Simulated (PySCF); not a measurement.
# How methods differ on the ionisation energy of Zr³⁶⁺

Zr³⁶⁺ [He] 2s2 → Zr³⁷⁺ [He] 2s1 [2s1/2^1, M_J = 1/2], as a difference of total energies. Calculation: PySCF 2.14, in an uncontracted even-tempered set (17 s from 16 bohr⁻², ratio 2.4; 12 p from 20 bohr⁻², ratio 2.4; 5 d from 65 bohr⁻², ratio 2.6; 4 f from 97 bohr⁻², ratio 2.6); the two-component X2C-1e Hamiltonian. Correlated levels: nothing frozen; the 34 highest virtual spinors dropped. "Screened" scales the spin-orbit matrix elements by Boettger's factors to mimic the two-electron term; Breit and QED terms are absent.

```json
{"method": "GMP2 (spin-free)", "ionisation energy (eV)": "4992.3"}
{"method": "GHF (screened spin-orbit)", "ionisation energy (eV)": "4986.6"}
{"method": "GMP2 (screened spin-orbit)", "ionisation energy (eV)": "4992.5"}
```

How much does correlation contribute at GMP2 (screened spin-orbit)?

4992.5 − (4986.6) = 5.9 eV, measured against GHF (screened spin-orbit).

For this ion Breit and QED terms and the two-electron picture change, all absent here, outweigh the correlation shift from GHF to GMP2.

For comparison: 4991 ± 5 eV (semi-empirical (NIST evaluation); NIST Atomic Spectra Database, ionization energies).
